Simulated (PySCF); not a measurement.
# Hartree-Fock beside MP2: F2HSi cation

All numbers below are calculated, not measured. The program is PySCF 2.14.0, an open-source quantum chemistry code, run on an isolated molecule that a program drew, which may never have been made. The molecule is F2HSi cation (charge +1, singlet), drawn as the SMILES string `F[SiH+]F`.

The geometry was optimised and harmonic frequencies were computed with HF and MP2, all in the cc-pV(D+d)Z basis, for the commonest isotopes, with a restricted reference for singlets and an unrestricted one otherwise, and a frozen core in MP2. Each result is a local minimum of its method.

Geometry at the HF minimum:
```xyz
4
F2HSi cation, angstrom
F    -1.2018   -0.4842   -0.1544
Si   -0.2940   -1.4858   -0.8868
F    -0.8495   -2.1205   -2.1722
H     1.0232   -1.8162   -0.3890
```

Lengths of the bonds as drawn, in Å (atoms numbered as above):
```
bond,HF,MP2
F1-Si2,1.537,1.562
Si2-F3,1.537,1.562
Si2-H4,1.446,1.454
```

Rotational constants, in GHz:
| constant | HF | MP2 |
|---|---|---|
| A | 36.06 | 36.18 |
| B | 7.741 | 7.387 |
| C | 6.373 | 6.135 |

Harmonic frequencies in cm^-1, each column in rising order, so a row needn't be the same motion in every method:
| rank | HF | MP2 |
|---|---|---|
| 1 | 341 | 319 |
| 2 | 629 | 594 |
| 3 | 806 | 765 |
| 4 | 975 | 920 |
| 5 | 1165 | ? |
| 6 | 2517 | 2445 |

**Estimate the missing MP2 frequency from the HF column.**

A single factor s that minimises the squared misfit of MP2 against s times HF over the other rows is sum(HF x MP2) / sum(HF^2) = 0.9648, with an rms misfit of 15 cm^-1. For rank 5 it gives 0.9648 x 1165 = 1124 cm^-1. The calculation gives 1119 cm^-1, 5 cm^-1 below the estimate. The drawn bonds are on average 1.3 % longer in MP2 than in HF.
